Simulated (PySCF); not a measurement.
C3H6. Atoms are numbered in the order given.

```xyz
9

C      0.8643     0.0000     0.0000
C     -0.4322    -0.7485     0.0000
C     -0.4322     0.7485     0.0000
H      1.4516     0.0000     0.9097
H      1.4516     0.0000    -0.9097
H     -0.7258    -1.2571    -0.9097
H     -0.7258    -1.2571     0.9097
H     -0.7258     1.2571     0.9097
H     -0.7258     1.2571    -0.9097
```

Geometry optimised at PBE0-D3(BJ)/def2-TZVP.

Calculation: SMD-PBE0/def2-SVP (PySCF).

Solvation free energies are E(SMD) − E(gas) at the gas-phase geometry, for 1 M in both phases. In vacuum the dipole moment is 0.00 D.

Computed solvation free energies in water, cyclohexanone, methanol:
```tsv
solvent	ΔG(solv) (kcal/mol)	its non-electrostatic (CDS) part	dipole (D)
water	0.1	1.8	0.00
cyclohexanone	-2.7	-1.2	0.00
methanol	-2.6	-1.0	0.00
```
